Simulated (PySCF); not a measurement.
Bond length, frequency and bond energy of BeCl⁻ by level of theory

State: ¹Σ⁺ (singlet), closed shell. Set-up: basis Be def2-SVPD, Cl def2-SVPD; no relativity; PySCF 2.14. De refers to Be + Cl⁻ in their ground configurations, without counterpoise correction. A positive dipole points towards Cl; it is taken about the centre of mass and depends on that origin.

```tsv
Level	Re (Å)	ωe (cm⁻¹)	De (eV)	μ (D)
RHF	2.037	493	n/a	7.10
RHF-MP2	2.039	483	1.23	n/a
RHF-SCS-MP2	2.045	478	1.17	n/a
RHF-CCSD	2.059	463	n/a	n/a
RHF-CCSD(T)	2.061	461	1.03	n/a
PBE	2.028	484	1.54	6.54
r²SCAN	2.022	501	1.59	6.97
B3LYP	2.021	489	1.37	6.60
PBE0	2.019	498	1.51	6.72
M06-2X	2.017	499	1.46	6.55
B2PLYP	2.026	489	1.31	6.79
```

The bond length runs from 2.017 Å (M06-2X) to 2.061 Å (RHF-CCSD(T)). De spans 1.03 eV (RHF-CCSD(T), coupled cluster) to 1.59 eV (r²SCAN, meta-GGA).

Correlated steps freeze 5 core orbitals. Correlated levels converge slowly with the basis: in double zeta they bind strong bonds too weakly, by up to about 1 eV, and carry superposition errors of some tenths. For an ion De counts to the pair picked by the measured ionisation energies or electron affinities, which need not be the lowest pair at this level. The highest Kohn–Sham level is positive in this anion. Much of that is self-interaction error, but it also means that the finite basis helps to hold the extra electron. B2PLYP dipoles, levels and charges come from its SCF part alone.
